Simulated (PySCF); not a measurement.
**Polarisability and C₆ of Pd (palladium, neutral)**

[Kr] 4d10, closed-shell 1S. Computed with PySCF 2.14 in aug-cc-pVTZ-DK, with scalar relativity by spin-free X2C-1e. Coupled (time-dependent) response in atomic units; α is the mean over directions.

```csv
method,mean α (bohr³),C₆ (like pair),S(−4)
UHF,18.89,124.9,240.8
PBE,26.55,173.9,702.8
PBE0,23.47,155.7,465.3
r2SCANh,24.09,161.1,490.8
```

S(−4) is the Cauchy moment in α(ω) = α(0) + S(−4) ω² + …

Reference α: 26.14 ± 0.1 bohr³ (recommended; Schwerdtfeger and Nagle, table of static dipole polarizabilities (2023 update)). Published C₆: 628.0 (Gould and Bucko (2016)).

α(iu) at r2SCANh:

```json
{"u (hartree)": "0", "α(iu) (bohr³)": "24.09"}
{"u (hartree)": "0.0500", "α(iu) (bohr³)": "22.96"}
{"u (hartree)": "0.100", "α(iu) (bohr³)": "20.41"}
{"u (hartree)": "0.200", "α(iu) (bohr³)": "15.50"}
{"u (hartree)": "0.300", "α(iu) (bohr³)": "12.40"}
{"u (hartree)": "0.500", "α(iu) (bohr³)": "9.093"}
{"u (hartree)": "0.750", "α(iu) (bohr³)": "6.807"}
{"u (hartree)": "1.00", "α(iu) (bohr³)": "5.292"}
{"u (hartree)": "1.50", "α(iu) (bohr³)": "3.419"}
{"u (hartree)": "2.00", "α(iu) (bohr³)": "2.373"}
{"u (hartree)": "3.00", "α(iu) (bohr³)": "1.326"}
{"u (hartree)": "5.00", "α(iu) (bohr³)": "0.5799"}
```
